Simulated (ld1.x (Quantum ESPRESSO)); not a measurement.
## Pseudopotential generation for Mn (Z = 25): PAW, LDA (PZ), fully relativistic.

| Quantity | Value |
| --- | --- |
| Element | manganese |
| Generator | ld1.x (Quantum ESPRESSO) 7.5 |
| Type | PAW |
| Functional | LDA (PZ) |
| Relativity | fully relativistic |
| Frozen core | [Ar] |
| Valence charge | 7 |
| Reference configuration | 3d5 4s1 4p0 (charge +1) |
| Partial waves | 4s (bound): rcut 2.35, rcutus 2.80 bohr; 4s channel at 3.5 Ry: rcut 2.35, rcutus 2.80 bohr; 4p (bound, empty): rcut 3.40, rcutus 3.55 bohr; 4p channel at 4.5 Ry: rcut 3.40, rcutus 3.55 bohr; 3d (bound): rcut 0.90, rcutus 0.95 bohr; 3d channel at 0.35 Ry: rcut 0.90, rcutus 0.95 bohr |
| Local potential | all-electron potential smoothed inside 1.25 bohr (lloc = -1) |
| Core correction | Bessel-smoothed model core inside 0.75 bohr |
| Augmentation charge | PSQ, inside the norm-conserving radii |

Open shells are filled in proportion to 2j + 1 (rel_dist='average').

All-electron outer shells of the reference configuration (LDA (PZ), scalar-relativistic, ld1.x):

| shell | level (eV) | outermost node (bohr) | outermost maximum (bohr) |
| --- | --- | --- | --- |
| 3p | -62.80 | 0.31 | 0.75 |
| 3d | -15.21 | – | 0.75 |
| 4s | -12.17 | 1.05 | 2.35 |
| 4p | -7.39 | 1.15 | 2.91 |

Calculated quality:

* Configuration tests: 1 of 7 tests not solved or not reliable; not counted: 3d4 4s2 4p0 (solver errors, printed error -16.4 eV)
* Density cutoff estimated by the generator: 538 Ry

The ghost test of this file was not conclusive.

Generation and tests took about 3.6 s on one core of a shared server CPU.
